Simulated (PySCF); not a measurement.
# input.py for KS

File input.py (PySCF 2.14):

```python
from pyscf import gto, scf
from pyscf.prop.polarizability import uhf as pol

mol = gto.M(
    atom='K 0 0 0; S 0 0 2.861',
    basis='def2-svp',
    charge=0,
    spin=1,
    verbose=3,
)
mf = scf.UHF(mol)
mf.kernel()
print('polarizability (a.u.)')
print(pol.Polarizability(mf).polarizability().round(4))
mf.dip_moment()
print('orbital energies (hartree):', [e[max(0, n-3):n+3].round(4) for e, n in zip(mf.mo_energy, mol.nelec)])
```

```bash
$ OMP_NUM_THREADS=1 python input.py
```

It prints (some set-up lines and the per-cycle HOMO/LUMO lines with their warnings removed):

```
converged SCF energy = -996.496083742961  <S^2> = 0.75680722  2S+1 = 2.0067957
polarizability (a.u.)
[[29.506   0.1159 -0.    ]
 [ 0.1159 23.8748  0.    ]
 [-0.      0.     41.4566]]
Dipole moment(X, Y, Z, Debye): -0.00000,  0.00000, -10.68743
orbital energies (hartree): [array([-0.3258, -0.2727, -0.2629, -0.0067,  0.0613,  0.0701]), array([-0.6832, -0.2501, -0.2402, -0.0066,  0.0607,  0.0615])]
```

In short: E(SCF) = -996.496084 Eh, ⟨S²⟩ = 0.757, μz(SCF) = -10.69 D, α(xx, yy, zz) = 29.5, 23.9, 41.5 bohr³.

It ran on AMD EPYC 9R45 (1 thread, shared host) in 0.56 s, peak memory 0.11 GiB.

The bond length is a typed value, not an optimised one. No search for the lowest solution was made.
